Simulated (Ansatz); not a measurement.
`Cl[SiH2][SeH]` + H₂ → `[SiH3][SeH]` + HCl at 298.15 K and 1 bar (hydrogenolysis of the Si–Cl bond).

Program: Ansatz. Geometries: PBE0-D4/def2-TZVP. ΔE: electronic, gas phase. CCSD(T)/CBS is the MP2 limit (def2-TZVPP, def2-QZVPP) plus CCSD(T) − MP2 in def2-TZVPP, frozen cores. This one scheme is used for every species. For Se outer-core shells are correlated without core-valence functions, which leaves a few kJ/mol of doubt a bond. Scalar relativity is left out up to krypton. Each species was taken in one conformer, which may not be the lowest.

```
        species  CCSD(T)/CBS energy (Eh)  H − E (kJ/mol)  S (J/(mol·K))
`Cl[SiH2][SeH]`              -3151.43476            86.9          325.8
             H₂                 -1.17544            35.1          130.4
  `[SiH3][SeH]`              -2692.20088            99.8          286.6
            HCl               -460.38127            26.6          186.8
```

H − E and S are ideal-gas, rigid-rotor, harmonic terms from PBE0-D4/def2-TZVP, for one conformer and one mirror image of each species. The MP2-based limit puts H₂ 0.8 mEh under its directly extrapolated value; such offsets cancel only in part. 1 Eh = 2625.50 kJ/mol, R = 8.31446 J/(mol·K).

Problem. By hand: ΔE, ΔH, ΔS and ΔG.

Solution. ΔE = (-2692.20088) + (-460.38127) − (-3151.43476) − (-1.17544) = 0.02805 Eh = 73.6 kJ/mol. Δ(H − E) = 99.8 + 26.6 − 86.9 − 35.1 = 4.4, so ΔH = 78.0 kJ/mol. ΔS = 286.6 + 186.8 − 325.8 − 130.4 = 17.2 J/(mol·K). ΔG = 78.0 − 298.15 × (17.2)/1000 = 72.9 kJ/mol.

Problem. By hand: the equilibrium constant, and the temperature at which ΔG would vanish if ΔH and ΔS stayed fixed.

Solution. log₁₀ K = −ΔG/(RT ln 10) = -12.8. ΔG = 0 at ΔH/ΔS = 4535 K, far beyond where these terms or the molecules hold.

ΔH outweighs TΔS. A doubt of 5 kJ/mol in ΔE shifts log₁₀ K by 0.9 here. Other conformers and mirror images would add mixing entropy, several J/(mol·K) or more a flexible species. These are equilibria of isolated gas molecules and say nothing of rates. Largest T1 diagnostic: 0.009 (customary marks: 0.02 for closed shells, 0.045 for open ones).
